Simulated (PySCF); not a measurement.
**Exercise with solution: chemical shift, span and skew from a shielding tensor**

C₆H₆O, SMILES C=C=C1C=COC1. Atoms are numbered in the order given.

```xyz
13

C      0.0093    -2.9739     0.0000
C      0.0410    -1.6650     0.0000
C      0.0606    -0.3471     0.0000
C      1.2052     0.5694     0.0000
C      0.7140     1.8244     0.0000
O     -0.6378     1.9118     0.0000
C     -1.1630     0.5707     0.0000
H     -0.0027    -3.5530    -0.9332
H     -0.0027    -3.5530     0.9332
H      2.2520     0.2778     0.0000
H      1.2382     2.7804     0.0000
H     -1.7925     0.4408     0.8953
H     -1.7925     0.4408    -0.8953
```

Geometry: B3LYP-D3(BJ)/def2-SVP. This is a generated structure with no PubChem entry under its InChIKey; it may be hypothetical. One conformer was computed; it need not be the lowest.

GIAO shieldings from PySCF with PBE/pcSseg-1, non-relativistic, no solvent. The symmetric part of the tensor of C5 has the principal values -54.3, 48.1, 83.4 ppm. The same nucleus in TMS has σ = 182.0 ppm at this level (PySCF, at its B3LYP-D3(BJ)/def2-TZVP geometry).

Question: Work out the isotropic shielding, the ¹³C shift against TMS, the span and the skew.

Answer: 
σ(iso) = (σ11 + σ22 + σ33)/3 = 25.7 ppm. δ = σ(ref) − σ(iso) = 182.0 − (25.7) = 156.3 ppm.
Span Ω = σ33 − σ11 = 137.7 ppm. Skew κ = 3(σ(iso) − σ22)/Ω = -0.49. Tumbling in solution averages the tensor to δ; in a static solid the shielding alone would spread this spin-1/2 line over Ω.
